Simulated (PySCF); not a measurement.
PySCF 2.14 output of an unrestricted HSE06 calculation on a single atom or ion in aug-cc-pwCVTZ-PP with ECP60MDF, with scalar relativity through the core potential:

```
SCF conv_tol = 1e-09
number electrons alpha = 9  beta = 5
    J. Heyd, G. E. Scuseria, and M. Ernzerhof.,  J. Chem. Phys. 118, 8207 (2003)
    J. Heyd, G. E. Scuseria, and M. Ernzerhof.,  J. Chem. Phys. 124, 219906 (2006)
    A. V. Krukau, O. A. Vydrov, A. F. Izmaylov, and G. E. Scuseria.,  J. Chem. Phys. 125, 224106 (2006)
cycle= 1 E= -102.357493856865  delta_E= -0.00666  |g|= 0.0216  |ddm|= 0.114
cycle= 2 E= -102.357608179194  delta_E= -0.000114  |g|= 0.00382  |ddm|= 0.0127
cycle= 3 E= -102.357612896526  delta_E= -4.72e-06  |g|= 0.000652  |ddm|= 0.00263
cycle= 4 E= -102.357613174675  delta_E= -2.78e-07  |g|= 0.000207  |ddm|= 0.000868
cycle= 5 E= -102.357613190442  delta_E= -1.58e-08  |g|= 2.71e-05  |ddm|= 0.000158
cycle= 6 E= -102.357613191037  delta_E= -5.95e-10  |g|= 1.07e-06  |ddm|= 4.45e-05
converged SCF energy = -102.357613191037  <S^2> = 6.0012629  2S+1 = 5.0005051
```

The run itself started from symmetry-adapted Hartree-Fock orbitals and held the occupation by maximum overlap, on a logarithmic radial grid, so the iterations belong to that start.

Problem. Which element, charge and spin multiplicity is this?

Solution. Ir³⁺ (iridium, charge +3), multiplicity 5; the state was [Xe] 4f14 5d6, high-spin 5D determinant.

Energies and moments cover only the electrons outside the core potential. Spin-orbit coupling, absent here, splits the open shell strongly.
